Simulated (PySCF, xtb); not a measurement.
Te(Me)(OSiH3) (CH₆OSiTe), SMILES C[Te]O[SiH3]. Other conformers were not sampled.

Harmonic wavenumbers (cm⁻¹) from GFN2-xTB (xtb) at its own minimum, in rising order: 33, 109, 123, 137, 180, 414, 543, 613, 636, 739, 792, 802, 828, 838, 923, 1268, 1439, 1449, 2205, 2237, 2322, 3033, 3049, 3062.

**Question.** What does PySCF with PBE-D3(BJ)/def2-SVP give at its own minimum? (An estimate is asked for; the answer gives what the named calculation found.)

**Answer.** 62, 85, 116, 136, 185, 478, 507, 684, 696, 784, 807, 858, 899, 910, 953, 1183, 1365, 1388, 2137, 2150, 2175, 2989, 3107, 3128. Paired by order, the mean absolute difference is 53 cm⁻¹ and the zero-point energies are 39.7 and 39.7 kcal/mol.
